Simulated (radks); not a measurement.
Excited configurations of Re26+: one electron is placed in a higher orbital outside [Kr] 4d10 4f2. The ground configuration is [Kr] 4d10 4f3. Calculated with a radial shooting solver on a logarithmic mesh with Libxc functionals: Dirac Kohn-Sham, PBE, spin-unpolarised, spherical densities, finite nucleus; open shells are shared between the two j in proportion to 2j + 1; Fermi nuclear charge, rms radius 5.3698 fm. Excitation = E - E(ground); binding = E(ion) - E, where the ion is the core of charge +27; n* = 27/sqrt(2 binding) in atomic units. These energies are relativistic, and a one-electron ion of charge +27 with no core already has n* below n in this formula (Dirac formula, point nucleus, mean over j: 5s 4.983, 5p 4.990, 5d 4.995, 5f 4.997, 6s 5.983, 6p 5.989, 6d 5.995, 6f 5.997, 7s 6.982, 7p 6.989, 7d 6.994, 7f 6.997). The quantum defect is therefore taken as that value minus n*, so that it holds no relativistic shift of the bare ion. Eigenvalue and <r> are those of j = l + 1/2.

outer orbital  excitation (eV)  binding (eV)  quantum defect  eigenvalue (eV)
5s                      116.52        718.69           1.268          -704.17
5p                      179.34        655.88           1.101          -632.36
5d                      263.31        571.91           0.831          -556.54
5f                      349.46        485.76           0.479          -472.74
6s                      392.58        442.64           1.249          -434.96
6p                      423.79        411.43           1.079          -399.56
6d                      466.29        368.92           0.810          -360.94
6f                      510.11        325.11           0.473          -318.26
7s                      533.62        301.59           1.248          -296.39
7p                      551.63        283.59           1.075          -275.93
7d                      576.44        258.78           0.803          -253.48
7f                      602.06        233.16           0.474          -228.64

The Delta-SCF ionisation energy is 835.22 eV (NIST Atomic Spectra Database: 860 eV, theoretical). Self-interaction in the functional shifts the binding energies and quantum defects, so they are the method's values and not measured ones. Spin polarisation and multiplet splitting are left out, so open shells lie too high by an amount that depends on their filling. Sharing an open shell by 2j + 1 raises it above the true ground level by a part of the spin-orbit splitting, which enters the differences from NIST.

Beside tabulated values, note that spin-unpolarised runs miss the spin-polarisation part of the exchange energy of open shells.
